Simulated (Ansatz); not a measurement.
The first iterations of a band of CH$_{8}$BNSi (12 atoms, charge 0, multiplicity 1).

Level of theory: Ansatz, RKS B3LYP/def2-SVP.

* movable images: 4
* climbing image: no
* spring: 5.0 eV/Å²
* optimiser: quadratic models (default)
* start path: through a guess of the saddle point
* force threshold: 0.05 eV/Å
* iteration limit: 60
* end points: relaxed

Initial state:

```xyz
12
Properties=species:S:1:pos:R:3
B -0.946 1.218 -0.261
C 0.171 0.499 0.492
N -0.126 -0.250 1.696
Si 0.682 -0.714 -0.973
H -0.668 2.041 -1.100
H -2.102 0.894 -0.106
H 1.086 1.109 0.604
H 0.526 -1.009 1.889
H -1.074 -0.621 1.700
H 1.296 -0.049 -2.158
H -0.467 -1.563 -1.402
H 1.700 -1.611 -0.346
```

Final state:

```xyz
12
Properties=species:S:1:pos:R:3
B -0.974 1.175 -0.261
C 0.133 0.370 0.431
N -0.246 -0.543 1.500
Si 0.680 -0.758 -1.052
H -0.670 2.039 -1.049
H -2.142 0.921 -0.081
H 1.033 0.997 0.611
H -0.833 -0.096 2.201
H 0.560 -0.947 1.973
H 1.422 0.018 -2.088
H -0.482 -1.449 -1.678
H 1.596 -1.783 -0.472
```

| iteration | highest image above the first end (eV) | largest band force component (eV/Å) |
| --- | --- | --- |
| 1 | 14.439 | 54.993 |
| 2 | 6.477 | 24.411 |
| 3 | 2.245 | 10.809 |
| 4 | 0.949 | 3.877 |

Does the band converge within its limit, and where does its top end?

It converged. It ended after 13 iterations with the highest image 0.211 eV above the first end. No image climbed, so the highest image needn't sit at the top of the path.

The run took 2 min on 2 threads of Arm Neoverse V1, on a shared host, peak memory 0.2 GiB.
